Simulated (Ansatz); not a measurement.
Computed with Ansatz on PBE0-D4/def2-TZVP structures; ΔE is electronic, products minus reactants. CCSD(T)/CBS adds triple-zeta CCSD(T) − MP2 to the extrapolated MP2 energy (def2 sets, frozen cores). Functionals use def2-TZVPP. For Se outer-core shells are correlated without core-valence functions, which leaves a few kJ/mol of doubt a bond. Scalar relativity is left out up to krypton. One conformer a species, not always the lowest.

Consider the ligand exchange at the Se–C bond: `FC(S)[SeH]` + H₂Se → `[SeH][SeH]` + `FCS`.

`FC(S)[SeH]`:

```xyz
7

F    -0.290   -0.889   -1.143
C     0.089   -0.069   -0.114
S    -0.041    1.667   -0.539
Se   -1.067   -0.334    1.442
H     1.115   -0.324    0.147
H     1.148    1.747   -1.159
H    -0.954   -1.797    1.366
```

H₂Se:

Cartesian coordinates in Å:
```
Se -0.524 -0.412 -0.156
H 0.526 0.253 -0.935
H -0.002 0.159 1.091
```

`[SeH][SeH]`:

```xyz
4

Se    0.270    1.225   -0.205
Se   -0.908   -0.573    0.681
H     1.616    0.703    0.089
H    -0.979   -1.355   -0.565
```

`FCS`:

Z-matrix (Å, degrees):
```
C
S 1 1.789
F 1 1.375 2 113.1
H 1 1.090 2 110.8 3 121.5
H 1 1.092 2 106.3 3 -118.9
H 2 1.342 1 96.6 3 -76.4
```

Q: Is it downhill or uphill in electronic energy at CCSD(T)/CBS, and by how much? (Best estimate.)

A: Ansatz gave: Downhill: ΔE = -50.6 kJ/mol.

Q: What do these levels give: PBE-D4, CAM-B3LYP-D4, revPBE, CCSD/def2-SVP, HF/def2-QZVPP, HF/CBS(def2)? (Estimate.)

A: Computed: PBE-D4 -55.5, CAM-B3LYP-D4 -55.2, revPBE -62.1, CCSD/def2-SVP -49.0, HF/def2-QZVPP -71.9, HF/CBS(def2) -72.1 kJ/mol.

Largest T1 diagnostic among the species: 0.011.

In def2-TZVPP, CCSD(T) changes the Hartree–Fock value by +22.5 kJ/mol (the triples alone add +3.1 kJ/mol) and MP2 by +25.0 kJ/mol. From r2SCAN to r2SCAN0 (25 % exact exchange), in def2-TZVPP and without D4, ΔE moves by −3.4 kJ/mol. The D4 term adds +4.5 kJ/mol with B3LYP and +2.4 kJ/mol with PBE0; it sums over pairs of atoms, weighted by their polarisabilities, and B3LYP, whose exchange is more repulsive, gets the larger term.

B3LYP here is the variant with VWN-RPA as its local correlation; programs differ in this.
